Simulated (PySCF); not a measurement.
C8H6Cl (doublet state).
Structure used (GFN2-xTB), in Å, numbered top down from 1:
```
atom  x, y, z in Å
C1     3.303    1.021    0.331
C2     2.161    0.672    0.212
C3     0.807    0.269    0.069
C4     0.402   -0.947    0.537
C5    -1.003   -1.417    0.415
C6    -1.899   -0.439   -0.263
C7    -1.433    0.757   -0.705
Cl8   -2.526    1.859   -1.486
C9    -0.098    1.153   -0.562
H10    4.303    1.322    0.437
H11    1.107   -1.608    1.017
H12   -1.028   -2.377   -0.125
H13   -1.404   -1.652    1.414
H14   -2.934   -0.713   -0.390
H15    0.237    2.109   -0.924
```

Identity: `C#CC1=CC[CH]C(Cl)=C1` [radical].

Computed, not measured: UKS B3LYP, pcH-1 on C Cl H, non-relativistic, mean-field spin-orbit, GIAO in PySCF 2.14.0. Geometry: GFN2-xTB; no solvent, vibrations or thermal averaging. Couplings are sensitive to structure, and on GFN2-xTB geometries they can be far from those on DFT ones. The SCF solution wasn't tested for stability. ⟨S²⟩ is 0.794 where a pure state has 0.75.

Principal values of hyperfine tensors in MHz (contact, dipolar and spin–orbit terms together), for some of the nuclei:

| atom | isotope | A1 | A2 | A3 | alike by the symmetry of this geometry |
| --- | --- | --- | --- | --- | --- |
| H13 | 1H | 154.03 | 157.53 | 163.18 | H12 |
| C9 | 13C | 5.08 | 7.28 | 138.81 | none |
| C7 | 13C | -69.99 | -33.13 | -30.20 | none |
| C4 | 13C | 3.95 | 5.74 | 106.07 | none |
| C6 | 13C | 3.00 | 4.96 | 107.74 | none |
| H15 | 1H | -60.01 | -38.12 | -15.92 | none |
| C5 | 13C | -35.60 | -34.39 | -31.62 | none |
| H14 | 1H | -45.83 | -30.35 | -11.20 | none |

Task: Split each tensor into its isotropic and traceless parts, and turn a_iso into mT with g = 2.0023.

Result: a_iso = (A1 + A2 + A3)/3, Ti = Ai − a_iso; 1 mT corresponds to 28.025 MHz. The tensors hold a spin–orbit part: the run splits a_iso into a_FC + a_SO, and T includes its anisotropic share.

| atom | a_iso (MHz) | a_FC | a_SO | a_iso (mT) | T1 | T2 | T3 |
| --- | --- | --- | --- | --- | --- | --- | --- |
| H13 | 158.25 | 158.25 | 0.00 | 5.647 | -4.22 | -0.71 | 4.93 |
| C9 | 50.39 | 50.46 | -0.07 | 1.798 | -45.31 | -43.11 | 88.42 |
| C7 | -44.44 | -44.37 | -0.07 | -1.586 | -25.55 | 11.31 | 14.24 |
| C4 | 38.59 | 38.63 | -0.04 | 1.377 | -34.64 | -32.84 | 67.48 |
| C6 | 38.57 | 38.61 | -0.05 | 1.376 | -35.56 | -33.61 | 69.17 |
| H15 | -38.02 | -38.02 | 0.00 | -1.357 | -22.00 | -0.10 | 22.10 |
| C5 | -33.87 | -33.88 | 0.02 | -1.209 | -1.73 | -0.52 | 2.25 |
| H14 | -29.13 | -29.13 | 0.00 | -1.039 | -16.70 | -1.22 | 17.92 |

Task: What spin density at the nucleus of H15 lies behind its contact coupling (g_N = 5.58569)?

Result: a_FC = (2μ0/3) gₑ μB g_N μN ρ(0)/(2S·h) = 800.24 MHz × g_N × ρ(0)/(2S), with ρ in bohr⁻³. With a_FC = -38.02 MHz and 2S = 1, ρ(0) = -0.008506 bohr⁻³. In magnitude that is 2.7 % of the 1/π = 0.318 of a free hydrogen atom.

Task: C3 (13C, g_N = 1.40482) isn't in the table. Its spin density at the nucleus is -0.03424 bohr⁻³. What is its contact coupling?

Result: By the same relation, a_FC = -38.5 MHz. Its full tensor has the principal values -61.71, -28.43, -25.26 MHz.

Task: Which nucleus of the table has the largest anisotropic coupling, and what is its form?

Result: C9: -45.3, -43.1, 88.4 MHz, nearly axial, close to the ratio −1:−1:+2, the form that spin in one p orbital centred on that nucleus gives.

Task: In a single crystal, with the field along each principal axis of the tensor of C9 in turn, what first-order splitting does this nucleus give (isotropic g, quadrupole terms neglected)?

Result: 2 lines (I = 1/2), spaced by |A_i|/(g × 13.996): 0.18, 0.26, 4.95 mT along the axes of A1, A2 and A3.

On one thread, Arm Neoverse V1 (aarch64), no GPU, shared host, this took 2.2 min (grids of density and orbitals included) and 1.1 GiB of memory at its peak.

The SMILES draws the unpaired electron on C6; the largest computed Mulliken spin population is on C9 (0.58 against 0.45).
